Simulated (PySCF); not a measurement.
Bi(H)2(SiH3) (BiH₅Si), SMILES [SiH3][BiH2].

Coordinates come from a B3LYP-D3(BJ)/def2-TZVP optimisation. The def2 effective core potentials stand for the cores of Bi; spin–orbit coupling is left out.

Level of theory: B3LYP/def2-TZVPD in PySCF.

Symmetry labels are those of the subgroup Cs that the program uses (full group Cs).

Computed valence orbital energies around the gap with their symmetry:
| orbital | symmetry | energy (eV) |
|---|---|---|
| HOMO−7 | A' | -28.58 |
| HOMO−6 | A' | -16.84 |
| HOMO−5 | A' | -14.28 |
| HOMO−4 | A" | -9.76 |
| HOMO−3 | A' | -9.71 |
| HOMO−2 | A" | -8.82 |
| HOMO−1 | A' | -8.08 |
| HOMO | A' | -7.08 |
| LUMO | A' | -0.90 |
| LUMO+1 | A' | -0.76 |
| LUMO+2 | A" | -0.61 |
| LUMO+3 | A' | 0.54 |
